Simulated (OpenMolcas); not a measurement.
# I2+: effect of the active space

| Quantity | Value |
| --- | --- |
| Program | OpenMolcas 26.06 |
| Method | CASSCF or its RAS form |
| Basis | ANO-R2 |
| Scalar Hamiltonian | X2C, finite nucleus |
| Spin-orbit coupling | state interaction with AMFI integrals over the reference wave functions, term energies averaged over their components |

A. 3 electrons in 3 orbitals (5p); 2S+1 = 4 odd, 1 root; 2S+1 = 2 odd, 8 roots; cost about 2.5 core-seconds
B. 5 electrons in 4 orbitals (5s 5p); 2S+1 = 4 odd, 1 root; 2S+1 = 2 odd, 8 roots; 2S+1 = 4 even, 3 roots; 2S+1 = 2 even, 9 roots; cost of the order of 10 core-seconds
C. 5 electrons in 8 orbitals (5s 5p 6s 6p); 2S+1 = 4 odd, 1 root; 2S+1 = 2 odd, 8 roots; 2S+1 = 4 even, 3 roots; 2S+1 = 2 even, 9 roots; cost about 18 core-seconds
D. 5 electrons in 9 orbitals (RAS2 5s 5p; RAS3 5d, at most 2 electrons); 2S+1 = 4 odd, 1 root; 2S+1 = 2 odd, 11 roots; 2S+1 = 4 even, 3 roots; 2S+1 = 2 even, 9 roots; cost roughly 24 core-seconds

Energies in eV above 5s2 5p3 4S* 3/2.

| Level | A | B | C | D |
| --- | --- | --- | --- | --- |
| 5s2 5p3 4S* 3/2 | 0.0000 | 0.0000 | 0.0000 | 0.0000 |
| 5s2 5p3 2D* 3/2 | 1.9970 | 1.9372 | 1.9066 | 1.9074 |
| 5s2 5p3 2D* 5/2 | 2.3219 | 2.3440 | 2.3227 | 2.2561 |
| 5s2 5p3 2P* 1/2 | 3.7547 | 3.2727 | 3.2215 | 3.4465 |
| 5s2 5p3 2P* 3/2 [75 %] | 4.2328 | 3.8343 | 3.7877 | 3.9419 |

Among A to D the level of the table that moves most is 5s2 5p3 2P* 1/2, by 4300 cm-1 (lowest in C, highest in A).

With the s shell closed, the reference lacks s² → p² mixing (holds for A). Active for correlation alone: 6p 6s; no level in the range computed is led by a configuration that fills them, so any true level of that kind is missing (holds for C). The run also gave levels led by 5s2 5p2 5d, which use shells meant for correlation; these and all levels above them are left out (holds for D). Levels of configurations outside the active space are missing. The table leaves out levels that lie high or whose names do not pair safely across all columns.

A share in square brackets marks a mixed level and gives the weight of the term that names it, the lowest over the columns. * marks odd parity.
